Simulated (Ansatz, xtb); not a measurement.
# A geometry optimisation of FGeHNTe with r2SCAN-D4/def2-SVP

The starting geometry of this gas-phase doublet has its atoms placed at random.

```xyz
5

F    -0.4119   -0.5132    0.6410
Ge   -0.2167    1.0526    0.8649
N     0.1813   -1.1277   -1.2097
Te    1.9320   -0.0135    0.4050
H    -0.7087   -0.0285   -0.0709
```

One run relaxed it with r2SCAN-D4/def2-SVP. What is a likely outcome?

It ends as a structure given below by its coordinates. Distances that change by over a tenth: F1–Ge2 (1.59 → 1.77 Å), Ge2–Te4 (2.44 → 2.89 Å). Contacts that open: F1–H5 (0.91 → 3.12 Å), Ge2–H5 (1.51 → 2.74 Å). Contacts that close: Ge2–N3 (3.04 → 1.92 Å), N3–Te4 (2.63 → 2.03 Å), N3–H5 (1.82 → 1.02 Å).

The energy falls by 11.05 eV over 18 steps:

| step | E − E(last) (eV) |
| --- | --- |
| 1 | 11.050 |
| 3 | 5.530 |
| 5 | 2.749 |
| 7 | 1.562 |
| 9 | 0.930 |
| 10 | 0.547 |
| 12 | 0.103 |
| 14 | 0.020 |
| 16 | 0.002 |
| 18 | 0.000 |

Final geometry (Å):

```xyz
5

F    -1.1668   -0.1274    1.7005
Ge   -0.3274    1.0422    0.6677
N     0.2624   -0.1901   -0.6836
Te    2.1455   -0.3228    0.0532
H    -0.1376   -1.0322   -1.1074
```

From the same start GFN2-xTB reaches the same bonding as this run.

From so rough a start the end depends on the optimiser's path, so another program may land elsewhere. No frequencies were run, so the end isn't proven a minimum. Open shells are spin-unrestricted. Atoms past krypton carry core potentials, without spin–orbit terms. Run with Ansatz 0.2.0, 2.9 min on 2 threads of Arm Neoverse V1, with other jobs on the host.
